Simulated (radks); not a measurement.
Values are calculated unless marked as measured or tabulated.
Coulomb parameter of the 5d shell of neutral rhenium in the model configuration [Xe] 4f14 5d4 6s2 6p1, as a second difference U = [E(n + 0.25) + E(n - 0.25) - 2 E(n)] / (0.25)^2 with all orbitals relaxed. "Bare": the charge of the atom changes with n. "Screened": the 6p shell takes up the change at fixed total charge, which measures U(5d,5d) + U(6p,6p) - 2 U(5d,6p). Code: a radial shooting solver on a logarithmic mesh with Libxc functionals. Model: Dirac Kohn-Sham, PBE, spin-unpolarised, spherical densities, finite nucleus; open shells are shared between the two j in proportion to 2j + 1; Fermi nuclear charge, rms radius 5.3698 fm.

start: configuration [Xe] 4f14 5d4 6s2 6p1; E - E(n) (eV) 0.000
bare +0.25: configuration [Xe] 4f14 5d4.25 6s2 6p1; E - E(n) (eV) -1.854
bare -0.25: configuration [Xe] 4f14 5d3.75 6s2 6p1; E - E(n) (eV) 2.397
screened +0.25: configuration [Xe] 4f14 5d4.25 6s2 6p0.75; E - E(n) (eV) -1.443
screened -0.25: configuration [Xe] 4f14 5d3.75 6s2 6p1.25; E - E(n) (eV) 1.572

U(bare) = 8.682 eV, U(screened by 6p) = 2.073 eV, against the Slater integral F0(5d,5d) = 13.402 eV with frozen orbitals. The step up makes a negative ion, whose loosely bound charge lowers the bare value.
